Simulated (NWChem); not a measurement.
Species: heptafluoropropane (C₃HF₇); SMILES FC(F)(F)C(C(F)(F)F)F

```xyz
11

F     -1.8176    -0.0531     0.0000
C     -0.5399    -0.5043     0.0000
C      0.1349    -0.0320     1.2887
F     -0.5489    -0.4926     2.3305
F      1.3762    -0.5032     1.3582
F      0.1763     1.2901     1.3693
C      0.1349    -0.0320    -1.2887
F      0.1763     1.2901    -1.3693
F     -0.5489    -0.4926    -2.3305
F      1.3762    -0.5032    -1.3582
H     -0.5249    -1.6069     0.0000
```
Atoms are numbered in this order, from 1.

Results from NWChem. Pople sets run with spherical d functions. Coordinates come from a PBE0/def2-SVP optimisation. Level: M05-2X/6-31G* with SMD (1 M gas to 1 M solution), gas-phase geometry.

Question: Order these by “cavity-dispersion-structure term (kcal/mol)”, lowest first: chloroform; cyclohexanone; water.

Answer: chloroform (1.2), cyclohexanone (2.5), water (5.9)
